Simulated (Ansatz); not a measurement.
Ideal-gas functions of BF₂GeH₃ (`F[BH][GeH2][F]`) at 800 K and 1 bar, from an Ansatz frequency run at PBE0-D4/def2-TZVP.

Molar mass 124.44 g/mol, point group Cs (symmetry number 1), electronic degeneracy 1, moments of inertia 59.503, 174.309, 227.445 u Å². Harmonic wavenumbers (cm⁻¹, unscaled): 76, 109, 307, 361, 541, 654, 688, 778, 809, 861, 1103, 1344, 2144, 2147, 2590.

Use S(trans) = R[1.5 ln M + 2.5 ln T − 1.1517]; rotational temperatures θ = 24.2544 K / I; S(rot) = R[ln(√π/σ · √(T³/θAθBθC)) + 1.5]; for each mode x = 1.438777 ν̃/T, S = R[x/(eˣ − 1) − ln(1 − e⁻ˣ)] and H = RT x/(eˣ − 1); 1 cm⁻¹ = 0.0119627 kJ/mol; R = 8.31446 J/(mol·K).

By hand: the entropy, in J/(mol·K).

Translation 189.5. Rotation: θ = 0.4076, 0.1391, 0.1066 K, giving 121.8. Vibration, mode by mode: 24.87, 21.88, 13.36, 12.05, 8.86, 7.43, 7.05, 6.17, 5.89, 5.46, 3.86, 2.74, 0.87, 0.87, 0.45, in all 121.8. Electronic 0.0. Sum 433.1 J/(mol·K).

By hand: H − E and G − E in kJ/mol, counted from the electronic energy.

Zero-point energy ½ × 14512 × 0.0119627 = 86.8; thermal vibration 46.6; translation, rotation and pV give 4 RT = 26.6. H − E = 160.0 kJ/mol, and G − E = 160.0 − 800 × 433.1/1000 = -186.5 kJ/mol.

Vibration gives 28 % of the entropy, 46.7 J/(mol·K) of it from the modes under 150 cm⁻¹: soft modes count most, and the harmonic formula is weakest for them. The sum counts one conformer and one mirror image; others add a mixing term.
